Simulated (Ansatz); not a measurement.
`[F][Sn][Cl]` + NH₃ → `[NH2][Sn][Cl]` + H–F at 298.15 K and 1 bar (ligand exchange at the Sn–F bond).

Gas-phase electronic energies from Ansatz, PBE0-D4/def2-TZVP geometries. CCSD(T)/CBS adds triple-zeta CCSD(T) − MP2 to the extrapolated MP2 energy (def2 sets, frozen cores). This one scheme is used for every species. Elements past krypton have def2 core potentials. For Sn outer-core shells are correlated without core-valence functions, which leaves a few kJ/mol of doubt a bond. Each species was taken in one conformer, which may not be the lowest.

```tsv
species	CCSD(T)/CBS energy (Eh)	H − E (kJ/mol)	S (J/(mol·K))
`[F][Sn][Cl]`	-773.69640	19.5	299.8
NH₃	-56.50880	100.5	192.4
`[NH2][Sn][Cl]`	-729.78832	82.9	309.3
H–F	-100.39570	33.5	173.6
```

H − E and S are ideal-gas, rigid-rotor, harmonic terms from PBE0-D4/def2-TZVP, for one conformer and one mirror image of each species. 1 Eh = 2625.50 kJ/mol, R = 8.31446 J/(mol·K).

Problem. By hand: ΔE, ΔH, ΔS and ΔG.

Solution. ΔE = (-729.78832) + (-100.39570) − (-773.69640) − (-56.50880) = 0.02118 Eh = 55.6 kJ/mol. Δ(H − E) = 82.9 + 33.5 − 19.5 − 100.5 = -3.6, so ΔH = 52.0 kJ/mol. ΔS = 309.3 + 173.6 − 299.8 − 192.4 = -9.3 J/(mol·K). ΔG = 52.0 − 298.15 × (-9.3)/1000 = 54.8 kJ/mol.

Problem. By hand: the equilibrium constant, and the temperature at which ΔG would vanish if ΔH and ΔS stayed fixed.

Solution. log₁₀ K = −ΔG/(RT ln 10) = -9.6. ΔH and −TΔS have one sign here, so there is no such temperature.

The number of gas molecules stays the same, so ΔS is small and ΔH decides. A doubt of 5 kJ/mol in ΔE shifts log₁₀ K by 0.9 here. Other conformers and mirror images would add mixing entropy, several J/(mol·K) or more a flexible species. These are equilibria of isolated gas molecules and say nothing of rates. Largest T1 diagnostic: 0.016 (customary marks: 0.02 for closed shells, 0.045 for open ones).

ΔS is within the doubt of such terms, so its sign, and with it that verdict, could turn.
